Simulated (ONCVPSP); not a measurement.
# Building the ONCV potential for indium (PBE, scalar-relativistic).

ONCVPSP 4.0.1 was run on this input:

```
# ATOM AND REFERENCE CONFIGURATION
# atsym  z   nc   nv     iexc    psfile
  In 49.00    9    2        4      upf
#
#   n    l    f
    1    0    2.00
    2    0    2.00
    2    1    6.00
    3    0    2.00
    3    1    6.00
    3    2   10.00
    4    0    2.00
    4    1    6.00
    4    2   10.00
    5    0    2.00
    5    1    1.00
#
# PSEUDOPOTENTIAL AND OPTIMIZATION
# lmax
    2
#
#   l,   rc,      ep,       ncon, nbas, qcut
    0    2.20    0.00    4    8    2.70
    1    2.60    0.00    4    8    3.50
    2    2.35    0.33    4    7    4.00
#
# LOCAL POTENTIAL
# lloc, lpopt,  rc(5),   dvloc0
    4    5    1.75    2.00
#
# VANDERBILT-KLEINMAN-BYLANDER PROJECTORs
# l, nproj, debl
    0    2    2.20
    1    3    3.00
    2    2    3.20
#
# MODEL CORE CHARGE
# icmod, fcfact, rcfact
    3    5.50    1.30
#
# LOG DERIVATIVE ANALYSIS
# epsh1, epsh2, depsh
   -2.00    5.00    0.02
#
# OUTPUT GRID
# rlmax, drl
    6.00    0.01
#
# TEST CONFIGURATIONS
# ncnf
    4
# nvcnf
#   n    l    f
    2
    5    0    2.00
    5    1    0.00
#
    2
    5    0    1.00
    5    1    0.00
#
    2
    5    0    2.00
    5    1    0.50
#
    2
    5    0    1.00
    5    1    1.00
#
```

Command:

```bash
oncvpsp.x < In.dat > In.out
```

Resulting log (shortened: citation, most of the input echo, consistency checks and plot data are left out):

```
ONCVPSP  (Optimized Norm-Conservinng Vanderbilt PSeudopotential)
scalar-relativistic version 4.0.1

#   n    l    f        energy (Ha)
    1    0    2.00    -1.0199550E+03
    2    0    2.00    -1.5271681E+02
    2    1    6.00    -1.3706868E+02
    3    0    2.00    -2.8979330E+01
    3    1    6.00    -2.3855262E+01
    3    2   10.00    -1.5901853E+01
    4    0    2.00    -4.3974108E+00
    4    1    6.00    -2.8712316E+00
    4    2   10.00    -6.8439220E-01
    5    0    2.00    -3.0176496E-01
    5    1    1.00    -9.2560952E-02

Reference configufation results
  iterations    22
  all-electron total energy (Ha)   -5.88163595D+03

Begin loop to  construct optimized pseudo wave functions
and semi-local pseudopoentials for all angular momenta

   Wellstate for l =  0  n =  7
     eigenvalue =   1.8982
     asymptotic potential =   2.3982
     half-point radius =  4.2720

Calculating optimized projector #   1

 for l=   0

    Fraction of norm inside rc  0.374204
    Optimizing pswf for qcut=   2.70 a_B^-1,  ecut=   3.65 Ha
    Residual kinetic energy error=  5.47D-03 Ha

    Energy error per electron        Cutoff
         Ha          eV             Ha
         0.01000     0.27211        3.17
         0.00100     0.02721       13.56
         0.00010     0.00272       33.11
         0.00001     0.00027       38.95

Calculating optimized projector #   2

 for l=   0

    Fraction of norm inside rc  0.121328
    Optimizing pswf for qcut=   2.70 a_B^-1,  ecut=   3.65 Ha
    Residual kinetic energy error=  1.06D-01 Ha

    Energy error per electron        Cutoff
         Ha          eV             Ha
         0.01000     0.27211        6.61
         0.00100     0.02721       20.08
         0.00010     0.00272       38.46
         0.00001     0.00027       44.59

   Wellstate for l =  1  n =  8
     eigenvalue =   2.9074
     asymptotic potential =   3.4074
     half-point radius =  4.9320

   Wellstate for l =  1  n =  9
     eigenvalue =   5.9074
     asymptotic potential =   6.4074
     half-point radius =  4.3068

Calculating optimized projector #   1

 for l=   1

    Fraction of norm inside rc  0.248789
    Optimizing pswf for qcut=   3.49 a_B^-1,  ecut=   6.11 Ha
    Residual kinetic energy error=  6.39D-05 Ha

    Energy error per electron        Cutoff
         Ha          eV             Ha
         0.01000     0.27211        0.98
         0.00100     0.02721        3.87
         0.00010     0.00272        5.75
         0.00001     0.00027       18.69

Calculating optimized projector #   2

 for l=   1

    Fraction of norm inside rc  0.138901
    Optimizing pswf for qcut=   3.49 a_B^-1,  ecut=   6.11 Ha
    Residual kinetic energy error=  1.66D-02 Ha

    Energy error per electron        Cutoff
         Ha          eV             Ha
         0.01000     0.27211        6.63
         0.00100     0.02721       18.10
         0.00010     0.00272       36.67
         0.00001     0.00027       41.88

Calculating optimized projector #   3

 for l=   1

    Fraction of norm inside rc  0.130438
    Optimizing pswf for qcut=   3.49 a_B^-1,  ecut=   6.11 Ha
    Residual kinetic energy error=  1.87D-01 Ha

    Energy error per electron        Cutoff
         Ha          eV             Ha
         0.01000     0.27211       13.63
         0.00100     0.02721       25.94
         0.00010     0.00272       40.92
         0.00001     0.00027       46.16

   Wellstate for l =  2  n =  5
     eigenvalue =   0.3300
     asymptotic potential =   0.8300
     half-point radius =  4.9259

   Wellstate for l =  2  n =  7
     eigenvalue =   3.5300
     asymptotic potential =   4.0300
     half-point radius =  3.8608

Calculating optimized projector #   1

 for l=   2

    Fraction of norm inside rc  0.112192
    Optimizing pswf for qcut=   4.00 a_B^-1,  ecut=   8.02 Ha
    Residual kinetic energy error=  1.07D-02 Ha

    Energy error per electron        Cutoff
         Ha          eV             Ha
         0.01000     0.27211        8.22
         0.00100     0.02721       27.48
         0.00010     0.00272       33.79
         0.00001     0.00027       51.99

Calculating optimized projector #   2

 for l=   2

    Fraction of norm inside rc  0.180154
    Optimizing pswf for qcut=   4.00 a_B^-1,  ecut=   8.02 Ha
    Residual kinetic energy error=  6.11D-01 Ha

    Energy error per electron        Cutoff
         Ha          eV             Ha
         0.01000     0.27211       35.80
         0.00100     0.02721       42.62
         0.00010     0.00272       55.93
         0.00001     0.00027       85.22

Construct Vanderbilt / Kleinmman-Bylander projectors

B matrix Hermiticity error, ll=   0
   1   2   -1.2981E-04

  Orthonormal projector coefficients  5.2464E+00  1.1555E+00

B matrix Hermiticity error, ll=   1
   1   2    8.7284E-05
   1   3   -9.6455E-05
   2   3    1.7883E-04

  Orthonormal projector coefficients  5.3009E+00  2.1678E+00  4.4272E-01

B matrix Hermiticity error, ll=   2
   1   2   -1.4843E-04

  Orthonormal projector coefficients -5.2759E+00  2.6438E+00

Model core correction analysis
  based on d2Exc/dn_idn_j

d2excae - all-electron derivatives

   -2.659527D-02   -2.090575D-02
   -2.090320D-02   -2.572095D-02

d2excps - pseudofunction derivatives with no core correction

   -4.012894D-02   -2.575822D-02
   -2.575791D-02   -2.829800D-02

rms 2nd derivative error    7.696043E-03

rmatch, rhocmatch    2.1739    0.2587

Teter function model core charge with specified parameters

d2excps - pseudofunction derivatives with core correction

   -2.791789D-02   -2.108961D-02
   -2.108916D-02   -2.565508D-02

rms 2nd derivative error    6.749161E-04

Pseudoatom total energy   -1.965669

Diagnostic tests using Vanderbilt-Kleinman-Bylander pseudopotentials
  1 or more projectors used as specified by nproj input data

   l    rcore       rmatch      e in        delta e   norm test  slope test

   0   2.2000287   2.2668263  -0.3017650  -0.0000011   1.0000249   1.0000460
   0   2.2000287   2.2668263   1.8982350   0.0000053   1.0003346   1.0003346

   1   2.6011884   2.6801661  -0.0925610   0.0000001   1.0000135   1.0000034
   1   2.6011884   2.6801661   2.9074391   0.0000458   1.0001854   1.0001854
   1   2.6011884   2.6801661   5.9074390   0.0000116   1.0003453   1.0003453

   2   2.3637640   2.4355330   0.3300000   0.0000043   0.9996646   0.9996646
run_diag: lschvkbbe ERROR   2   4   2  60  3.53000000E+00  3.12700000E+00
   2   2.3637640   2.4355330   3.5300000  -0.4030000   3.9969382   1.7551468

 Testing for bound ghosts
   n   l    E NL Schr. Eq   E Basis Diag.   E Cutoff

   1   0       -0.301766       -0.299080     53.87

   2   1       -0.092561       -0.084657     58.11

 Testing for highly-localized positive-energy ghosts
       l    <radius>/rc     E Basis Diag.   E Cutoff

       0        0.332469        2.860984     53.87  WARNING - GHOST(+)

       1        0.895179        8.576499     58.11  WARNING - GHOST(+)

       2        0.908921        0.855158     45.47  WARNING - GHOST(+)

Test configuration 0

   n   l     f        eae           eps        diff
   1   0  2.0000-1019.95496395
   2   0  2.0000 -152.71680934
   2   1  6.0000 -137.06867834
   3   0  2.0000  -28.97933047
   3   1  6.0000  -23.85526208
   3   2 10.0000  -15.90185308
   4   0  2.0000   -4.39741076
   4   1  6.0000   -2.87123162
   4   2 10.0000   -0.68439220
   5   0  2.0000   -0.30176496   -0.30176608   -1.12D-06
   5   1  1.0000   -0.09256095   -0.09256087    8.62D-08

    Total energies and differences
      AE_ref= -5.88163595D+03  AE_tst= -5.88163595D+03  dif=  0.00D+00
      PS_ref= -1.96566868D+00  PS_tst= -1.96566868D+00  dif= -6.22D-15
      PSP excitation error=  6.22D-15

Test configuration 1

   n   l     f        eae           eps        diff
   1   0  2.0000-1020.23088656
   2   0  2.0000 -152.99126966
   2   1  6.0000 -137.34330486
   3   0  2.0000  -29.25359294
   3   1  6.0000  -24.12953529
   3   2 10.0000  -16.17605630
   4   0  2.0000   -4.67171257
   4   1  6.0000   -3.14569823
   4   2 10.0000   -0.95816598
   5   0  2.0000   -0.54849627   -0.55126387   -2.77D-03

    Total energies and differences
      AE_ref= -5.88163595D+03  AE_tst= -5.88143885D+03  dif=  1.97D-01
      PS_ref= -1.96566868D+00  PS_tst= -1.76785500D+00  dif=  1.98D-01
      PSP excitation error= -7.12D-04

Test configuration 2

   n   l     f        eae           eps        diff
   1   0  2.0000-1020.62443740
   2   0  2.0000 -153.38008447
   2   1  6.0000 -137.73238653
   3   0  2.0000  -29.64280069
   3   1  6.0000  -24.51873439
   3   2 10.0000  -16.56498989
   4   0  2.0000   -5.06106775
   4   1  6.0000   -3.53499747
   4   2 10.0000   -1.34244364
   5   0  1.0000   -0.86991953   -0.88060651   -1.07D-02

    Total energies and differences
      AE_ref= -5.88163595D+03  AE_tst= -5.88073196D+03  dif=  9.04D-01
      PS_ref= -1.96566868D+00  PS_tst= -1.05417225D+00  dif=  9.11D-01
      PSP excitation error= -7.51D-03

Test configuration 3

   n   l     f        eae           eps        diff
   1   0  2.0000-1020.08376897
   2   0  2.0000 -152.84510151
   2   1  6.0000 -137.19703218
   3   0  2.0000  -29.10754977
   3   1  6.0000  -23.98348571
   3   2 10.0000  -16.03005135
   4   0  2.0000   -4.52567385
   4   1  6.0000   -2.99957074
   4   2 10.0000   -0.81254986
   5   0  2.0000   -0.41873024   -0.41962473   -8.94D-04
   5   1  0.5000   -0.19513209   -0.19565329   -5.21D-04

    Total energies and differences
      AE_ref= -5.88163595D+03  AE_tst= -5.88156463D+03  dif=  7.13D-02
      PS_ref= -1.96566868D+00  PS_tst= -1.89424172D+00  dif=  7.14D-02
      PSP excitation error= -1.14D-04

Test configuration 4

   n   l     f        eae           eps        diff
   1   0  2.0000-1020.29110303
   2   0  2.0000 -153.04997764
   2   1  6.0000 -137.40196562
   3   0  2.0000  -29.31310589
   3   1  6.0000  -24.18902460
   3   2 10.0000  -16.23541793
   4   0  2.0000   -4.73189678
   4   1  6.0000   -3.20579344
   4   2 10.0000   -1.01571742
   5   0  1.0000   -0.58462466   -0.58960603   -4.98D-03
   5   1  1.0000   -0.33863575   -0.34160133   -2.97D-03

    Total energies and differences
      AE_ref= -5.88163595D+03  AE_tst= -5.88119655D+03  dif=  4.39D-01
      PS_ref= -1.96566868D+00  PS_tst= -1.52406223D+00  dif=  4.42D-01
      PSP excitation error= -2.21D-03
```

The run took about 5.4 s on one core of a shared server CPU.
